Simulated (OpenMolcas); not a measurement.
# Cu2+, Ag2+, Au2+: d⁹ down the group

```
Program             : OpenMolcas
Method              : SS-CASPT2, IPEA 0.25 Eh, imaginary shift 0.1 Eh
Basis               : ANO-RCC-VTZP
Scalar Hamiltonian  : DKH2, point nucleus
Spin-orbit coupling : RASSI with atomic mean-field integrals over the reference wave functions, term energies averaged over their components
```

Active space for each ion: 9 electrons in 6 orbitals (d s); closed shells correlated by CASPT2: Cu2+ 3s 3p; Ag2+ 4s 4p; Au2+ 5s 5p.

Computed levels in cm-1 above ²D_5/2:

```json
{"Level": "²D_3/2", "Cu2+": "2190", "Ag2+": "4630", "Au2+": "13190"}
{"Level": "weight of ²D in the lowest level (%)", "Cu2+": "100", "Ag2+": "100", "Au2+": "100"}
```

Measured, with the error of the calculation in %. Measured levels: Cu2+ from Sugar and Musgrove, J. Phys. Chem. Ref. Data 19, 527 (1990); Ag2+ from Moore, Atomic Energy Levels, vol. III, NSRDS-NBS 35 (1971 reprint of NBS Circular 467, 1958); Au2+ from Iglesias, J. Res. Natl. Bur. Stand. 64A, 481 (1960).

```csv
Level,Cu2+,Ag2+,Au2+
²D_3/2,2072 (+5.5),4607 (+0.4),12694 (+3.9)
```

The fine-structure level ²D_3/2 changes by a factor of 6.02 from Cu2+ to Au2+.

Some high roots are left out of the spin-orbit mixing, which shifts the levels that they would mix with (holds for Au2+). Computed and measured levels are paired by configuration, term and J; levels that our copy of the source lacks, or whose pairing is in doubt (as where it misses far off the trend of its configuration), stay unpaired and out of the deviations. Levels of configurations outside the active space are missing.
